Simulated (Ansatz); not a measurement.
One change: `[OH][GeH]1[NH][AlH]1` becomes `[NH]1[AlH][GeH2]1`.

Ansatz, PBE0-D4/def2-TZVP geometries, multiplicity 1. Each molecule was computed in one conformer, which needn't be the lowest.

Scalar relativity is left out up to krypton.

| property | `[OH][GeH]1[NH][AlH]1` |
| --- | --- |
| LUMO energy (ωB97M-V/def2-TZVPP) / eV | 0.39 |
| HOMO–LUMO gap (ωB97M-V/def2-TZVPP) / eV | 8.93 |
| HOMO energy (ωB97M-V/def2-TZVPP) / eV | -8.55 |
| HOMO–LUMO gap (PBE0/def2-TZVPP) / eV | 5.32 |
| ideal-gas entropy at 298 K and 1 bar (rigid rotor, harmonic PBE0-D4/def2-TZVP) / J/(mol·K) | 328 |
| HOMO–LUMO gap (B3LYP/def2-TZVPP) / eV | 4.96 |

What does the change do to each property? (Estimate.)

The calculation gave: 
```csv
property,`[NH]1[AlH][GeH2]1`,shift
LUMO energy (ωB97M-V/def2-TZVPP) / eV,0.61,0.22
HOMO–LUMO gap (ωB97M-V/def2-TZVPP) / eV,9.18,0.25
HOMO energy (ωB97M-V/def2-TZVPP) / eV,-8.57,-0.02
HOMO–LUMO gap (PBE0/def2-TZVPP) / eV,5.58,0.26
"ideal-gas entropy at 298 K and 1 bar (rigid rotor, harmonic PBE0-D4/def2-TZVP) / J/(mol·K)",299,-29
HOMO–LUMO gap (B3LYP/def2-TZVPP) / eV,5.22,0.26
```

The zero-point energy changes by -17.3 kJ/mol with -3 modes.

B3LYP here is the variant with VWN-RPA as its local correlation; programs differ in this.
